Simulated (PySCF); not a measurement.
Screening by computed properties: pick the candidate that meets the target.

Species are written as SMILES; each is one conformer at its optimised geometry, gas phase, non-relativistic unless stated; the electronic structure was computed with PySCF and density fitting.

The conformers computed, where there is a choice (atom-mapped SMILES and torsion angles):
- `[CH3:1][C:2](=[O:3])[SiH2:4][C:5]#[C:6][GeH3:7]`: C1–C2–Si4–C5 8°
- `[F:1][C:2]([F:3])([F:4])[C:5]([F:6])([F:7])[CH:8]1[CH2:9][CH2:10]1`: F1–C2–C5–F6 179°, C2–C5–C8–C9 85°
- `[GeH3:1][O:2][C:3]1=[CH:4][CH:5]=[CH:6][SiH2:7]1`: Ge1–O2–C3–C4 -179°

The conformers of `CC(=O)N[Si@@H]1CC[SiH2]N1` and `FB(F)[C@H]1C[S][GeH2][S]1` aren't listed.

Question: Wanted: lowest singlet excitation below 3.8 eV (TDDFT CAM-B3LYP/def2-SVPD) and vertical ionisation energy below 10 eV (ΔSCF CAM-B3LYP/def2-SVPD), at PBE0-D3(BJ)/def2-SVP geometries. Which candidate meets both?
A. `[GeH3][O]C1=CC=C[SiH2]1`
B. `FB(F)[C@H]1C[S][GeH2][S]1`
C. `CC(=O)N[Si@@H]1CC[SiH2]N1`
D. `FC(F)(F)C(F)(F)C1CC1`
E. `CC(=O)[SiH2]C#[C][GeH3]`

Answer: E. Computed values:
| species | lowest singlet excitation | vertical ionisation energy |
| --- | --- | --- |
| CC(=O)[SiH2]C#[C][GeH3] | 3.58 eV | 9.06 eV |
| [GeH3][O]C1=CC=C[SiH2]1 | 3.94 eV | 7.74 eV |
| FB(F)[C@H]1C[S][GeH2][S]1 | 5.16 eV | 9.34 eV |
| CC(=O)N[Si@@H]1CC[SiH2]N1 | 5.68 eV | 9.20 eV |
| FC(F)(F)C(F)(F)C1CC1 | 8.73 eV | 11.58 eV |

Question: Wanted: HOMO–LUMO gap above 11 eV (CAM-B3LYP/def2-SVPD) and HOMO energy below -8.5 eV (CAM-B3LYP/def2-SVPD), at PBE0-D3(BJ)/def2-SVP geometries. Which candidate meets both?
A. `C1[Si@@H](NC(C)=O)N[SiH2]C1`
B. `[GeH3][O]C1=CC=C[SiH2]1`
C. `CC(=O)[SiH2]C#[C][GeH3]`
D. `FC(F)(F)C(F)(F)C1CC1`

Answer: D. Computed values:
```csv
species,HOMO–LUMO gap,HOMO energy
[GeH3][O]C1=CC=C[SiH2]1,7.05 eV,-7.15 eV
CC(=O)[SiH2]C#[C][GeH3],8.14 eV,-8.36 eV
C1[Si@@H](NC(C)=O)N[SiH2]C1,9.56 eV,-8.60 eV
FC(F)(F)C(F)(F)C1CC1,11.96 eV,-10.72 eV
```
